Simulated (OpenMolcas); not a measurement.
# Run times for GaCl (SMILES [Cl][Ga])

The species is GaCl (2 atoms), meant as a singlet with charge 0. As SMILES, `[Cl][Ga]`. The Cl1–Ga2 distance was set to 3.988 Å, away from the relaxed value.

| atom | x (Å) | y (Å) | z (Å) |
| --- | --- | --- | --- |
| Cl | 0.0000 | 0.0000 | -1.7961 |
| Ga | 0.0000 | 0.0000 | 2.1922 |

Program: OpenMolcas 26.06. Hardware: 1 thread of Intel Xeon 6975P-C (Granite Rapids), shared host, so times are rough. Two-electron integrals are exact unless an approximation is named.

Problem. Estimate their order by wall time, quickest first.
A. energy at M06-L/cc-pVTZ, grid UltraFine
B. energy at HF/STO-3G
C. energy at B3LYP/6-31G* (Cartesian functions), grid UltraFine

Solution. B (1 s), C (3.9 s), A (10 s).
